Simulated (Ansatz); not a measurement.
BeH4Si (SMILES [BeH][SiH3]) moved off its minimum; all values from Ansatz (a quantum-chemistry and plane-wave program), cores frozen in correlated methods.
(charge 0, multiplicity 1)
```xyz
6

Be    -1.4464    -0.9224    -0.1945
H     -2.6327    -1.4128    -0.3954
Si     0.5489     0.2661     0.0413
H      0.9998     0.0524     1.4035
H      0.2455     1.7052     0.0131
H      1.3528    -0.2897    -0.9528
```

**Question.** Give the forces (eV/Å), the total energy and the dipole at CCSD(T)/aug-cc-pV(T+d)Z.

**Answer.** 
```csv
atom,Fx,Fy,Fz
Be1,1.186,1.014,0.160
H2,-0.511,-0.383,-0.057
Si3,-3.026,-0.366,1.103
H4,0.591,-0.251,0.508
H5,0.199,0.298,-0.432
H6,1.560,-0.312,-1.282
```
Energy -306.0995 hartree, dipole 0.44 D.
